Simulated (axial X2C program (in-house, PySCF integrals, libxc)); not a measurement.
**Working with the constants of NiH⁻**

A bond curve at the PBE0 level, two-component, was computed with an axial X2C code built on PySCF integrals (basis Ni dyall-av3z [10s10p7d3f2g], H dyall-av3z [7s3p2d] (cores contracted in-house)) for the state Ω = 3 (⟨Sz⟩ = 1.00, ⟨Lz⟩ = 2.00 at PBE0). Its fit gives Re = 1.5234 Å, ωe = 1662.7 cm⁻¹, ωexe = 45.2 cm⁻¹ and αe = 3.020e-01 cm⁻¹; the masses are 57.9353 and 1.0078 u. Two-component means X2C with spin–orbit coupling and atomic mean-field Coulomb and Gaunt terms.

**Question.** Find the reduced mass, Be and the force constant.

**Answer.** From the PBE0 values: μ = 0.9906 u. Be = 16.8576/(μ Re²) = 7.333 cm⁻¹. k = 5.8918×10⁻⁷ μ ωe² = 1.61 mdyn/Å.

**Question.** Estimate the centrifugal constant by the Kratzer relation.

**Answer.** D = 4Be³/ωe² = 5.71e-04 cm⁻¹.

**Question.** Scale the constants to the deuteride (D 2.0141 u) within the Born–Oppenheimer picture.

**Answer.** ρ = √(μH/μD) = 0.7134; ωe = 1186.1, ωexe = 23, Be = 3.732 cm⁻¹; the zero-point energy falls by 233 cm⁻¹.

**Question.** Where do the fundamental and the first overtone lie?

**Answer.** ν(1←0) = ωe − 2ωexe = 1572.3 cm⁻¹; ν(2←0) = 2ωe − 6ωexe = 3054.2 cm⁻¹.

**Question.** A Morse curve ties αe to the other constants (Pekeris). How well does that hold?

**Answer.** αe(Morse) = 6Be²/ωe × (√(ωexe/Be) − 1) = 2.877e-01 cm⁻¹; the PBE0 curve gives 3.020e-01 cm⁻¹, a ratio of 0.95.

One determinant describes the state; a PBE0 search over occupations chose it and may have missed a lower one. Density functionals use the spin component along the axis (collinear). Other states lie close and PBE0, whose exact exchange favours high spin, may order them wrongly; the determinant shown need not be the ground state. The nearest other spin-free determinant of the search, M_S = 1, Λ = 1, lies 0.04 eV up at the distance of the search. Without a current term, density functionals place determinants with orbital angular momentum somewhat too high. With several unpaired electrons one determinant need not be a pure state. A state of lower Ω lies just above, and one determinant can place such states too high, so the state shown need not be the lowest. The search has Ω = 2 only 0.07 eV up. The highest occupied level of some functionals is positive through self-interaction error; at Hartree–Fock it is bound.
